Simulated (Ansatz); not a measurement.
Total energies of the cluster Nb₃O₅ from Ansatz at PBE0-D4/def2-TZVP, gas phase (1 Eh = 27.2114 eV = 2625.5 kJ/mol). The reference geometry is relaxed at PBE0-D4/def2-SVP.

```xyz
8

Nb   -1.160    0.535   -0.931
Nb    1.275   -0.875   -0.665
Nb   -0.400   -1.143    1.496
O     2.537    0.159   -0.230
O     0.458   -0.163    2.562
O    -1.901   -0.308    0.630
O     0.026   -0.397   -2.100
O    -0.835    2.193   -0.763
```

```
                state                     geometry  energy (Eh)
     charge 0 doublet                    reference   -547.10387
     charge 1 singlet                    reference   -546.84479
     charge 0 quartet  relaxed at PBE0-D4/def2-SVP   -547.08133
free Nb atom (sextet)                            –    -56.81952
free O atom (triplet)                            –    -75.01860
```

In the def2 sets Nb takes a core potential; there is no spin–orbit coupling.

Question: Work out the vertical ionisation energy to the singlet.

Answer: E(charge 1 singlet) − E(charge 0 doublet) = -546.84479 − (-547.10387) = 0.25908 Eh = 7.05 eV. For comparison, −ε of the highest occupied level of the spin that leaves is 5.56 eV at this level, 1.49 eV less.

Question: Which of the charge 0 states is lowest, and how far above it are the others?

Answer: The doublet. quartet: -547.08133 − (-547.10387) = 0.02254 Eh = 59.2 kJ/mol.

Question: What is the binding energy per atom against free atoms?

Answer: Atoms: 3 × (-56.81952) + 5 × (-75.01860) = -545.55156 Eh. Binding: -545.55156 − (-547.10387) = 1.55231 Eh = 42.24 eV, or 5.28 eV for each of 8 atoms (no zero-point energy, no counterpoise term).

The structure comes from a short search, and lower isomers may exist.
